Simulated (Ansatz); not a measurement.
A further run on (MgS)2 ring (Mg₂S₂).

```yaml
crystal:
  periodic: [false, false, false]
  atoms:
    - {symbol: Mg, position_ang: [-1.213744, 0.081355, -0.502534]}
    - {symbol: S, position_ang: [-0.742317, -0.301767, 1.744027]}
    - {symbol: Mg, position_ang: [1.213745, -0.081374, 0.502531]}
    - {symbol: S, position_ang: [0.742316, 0.301786, -1.744024]}
basis:
  gaussian: {orbitals: "6-31G*"}
hamiltonian: {xc: {name: r2SCAN0}, dispersion: d4}
scf: {lower_state_search: off}
output: {forces: true}
```

```sh
$ ansatz run in.yaml --threads 4 --pin off --events-out ev --progress --plain --max-ram 3916MiB
```

Shortened log:

```
Functional definition: r2SCAN0
606 factors; integrals over basis functions are off by at most 5.7e-4 eV
mean field evaluation 1: about -32554.2433 eV, gradient 3.3e1 eV
mean field evaluation 2: about -32552.2338 eV, gradient 4.2e1 eV
mean field evaluation 4: about -32558.2482 eV, gradient 9.7e-1 eV
mean field evaluation 8: about -32558.3224 eV, gradient 4.2e-3 eV
mean field evaluation 16: about -32558.3224 eV, gradient 1.4e-6 eV
mean field -32558.32241532 eV, -1196.4962799394 hartree, gradient 1.2e-6 eV, S^2 0.000000; 0 other end points of the search recorded, 0 dependent functions left out
reference -32558.32242663 eV, -1196.4962803551 hartree; 28, 28 occupied and 48, 48 virtual orbitals, 606 factors
Total energy: -32558.35658223 eV, -1196.4975355502 hartree
Atom 0 at    -1.213744     0.081355    -0.502534 Å, force     0.134067    -0.008959     0.055513 eV/Å
Atom 1 at    -0.742317    -0.301767     1.744027 Å, force     0.095432     0.038768    -0.224215 eV/Å
Atom 2 at     1.213745    -0.081374     0.502531 Å, force    -0.134068     0.009015    -0.055504 eV/Å
Atom 3 at     0.742316     0.301786    -1.744024 Å, force    -0.095432    -0.038824     0.224206 eV/Å
Dipole moment:     0.000000    -0.000025    -0.000004 e Å
Checks for a lower state left out: stability, starts, cluster_reference, orbital_swaps, neighbouring_geometries, increment
```

Run time 1.4 s (4 threads of Arm Neoverse V1 on a shared host).

The 6-31G sets use Cartesian d functions.
